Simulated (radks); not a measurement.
Results of a calculation; reference values are marked as such.
Question: Species: the xenon ion Xe16+. Configuration: [Kr] 4d2. Code: a radial shooting solver on a logarithmic mesh with Libxc functionals. Model: scalar-relativistic Kohn-Sham, PBE, spin-unpolarised, spherical densities, finite nucleus; Fermi nuclear charge, rms radius 4.7859 fm. Some entries of the table are withheld. Estimate them.

| orbital | occ. | eigenvalue (eV) | <r^2> (bohr^2) | <r> (bohr) |
|---|---|---|---|---|
| 1s | 2 | -34761.86 | 0.0009639 | 0.02666 |
| 2s | 2 | -5740.554 | 0.01548 | 0.1146 |
| 2p | 6 | (1) | 0.01227 | 0.1003 |
| 3s | 2 | (2) | 0.1062 | 0.3049 |
| 3p | 6 | -1293.104 | (3) | 0.3024 |
| 3d | 10 | -1032.157 | 0.09119 | 0.2780 |
| 4s | 2 | -537.9184 | 0.5087 | 0.6732 |
| 4p | 6 | -477.3009 | 0.5545 | 0.7008 |
| 4d | 2 | -387.5695 | 0.6222 | 0.7380 |
| 5s | 0 | -270.5891 | 1.755 | 1.256 |
| 5p | 0 | -246.3215 | 1.946 | 1.320 |

Answer: 
(1) 2p eigenvalue (eV): -5191.912
(2) 3s eigenvalue (eV): -1470.394
(3) 3p <r^2> (bohr^2): 0.1060
